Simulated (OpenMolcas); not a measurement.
## Tm2+ in BaF2

Tm2+ with its 8 nearest fluoride ions at 2.545 Å, on the Ba site of BaF2 (a = 6.2001 Å, distance in the model lattice 2.685 Å). The rest of the host is ab initio model potentials to 7.6 Å and point charges beyond; the distance is set by hand and nothing relaxes. Ligand basis ANO-RCC-VDZP.

```json
{
  "Program": "OpenMolcas",
  "Method": "CASSCF",
  "Basis": "ANO-RCC-VDZP [7s6p4d2f1g]",
  "Scalar Hamiltonian": "DKH2, point nucleus",
  "Active space": "13 electrons in 7 orbitals (4f)",
  "State averaging": "2S+1 = 2 odd, 7 roots",
  "Spin-orbit coupling": "RASSI with atomic mean-field integrals over the reference wave functions"
}
```

The lowest spin-free states (labels of O, the rotations of Oh), above the lowest:

```csv
State,Degeneracy,E (cm-1)
2A2,1,0.0
2T2,3,360.9
2T1,3,393.4
```

The lowest levels with spin-orbit coupling:

```json
{"E (cm-1)": "0.0", "Degeneracy": "2", "Label": "Γ7", "2S+1": "2", "g": "3.45 3.45 3.45"}
{"E (cm-1)": "230.4", "Degeneracy": "4", "Label": "Γ8", "2S+1": "2", "g": ""}
{"E (cm-1)": "253.8", "Degeneracy": "2", "Label": "Γ6", "2S+1": "2", "g": "2.66 2.66 2.66"}
{"E (cm-1)": "8897", "Degeneracy": "2", "Label": "Γ7", "2S+1": "2", "g": "1.45 1.45 1.45"}
{"E (cm-1)": "9058", "Degeneracy": "4", "Label": "Γ8", "2S+1": "2", "g": ""}
```

Powder χT (cm3 K/mol): 1.13 at 2 K, 1.2 at 10 K, 1.56 at 50 K, 1.97 at 100 K, 2.37 at 200 K, 2.48 at 300 K. The effective moment at 300 K is 2.828 √(χT) = 4.46 μB.

Hund's rules give f13 the level 2F7/2 with g = 1.143, so an isolated free-ion multiplet has χT = g² J(J+1) / 8 = 2.571 cm3 K/mol. The computed 2.483 at 300 K differs by -3 %, through the field's splitting, the mixing of terms and any other multiplet in reach.

Stevens parameters of the J = 7/2 multiplet, which is 254 cm-1 wide (cm-1, z along the main axis): B40 = 1.412e-01, B44 = 7.063e-01, B60 = 1.725e-03, B64 = -3.623e-02.

Metal share of the active 4f orbitals (Löwdin): 100, 100, 100, 100, 100, 100, 100 %; Mulliken charge of the metal 1.83.

Without dynamic correlation the ligand-field splitting of an f shell can come out too small, at times by half. No measured value stands beside these numbers; the geometry was set by hand and not optimised.
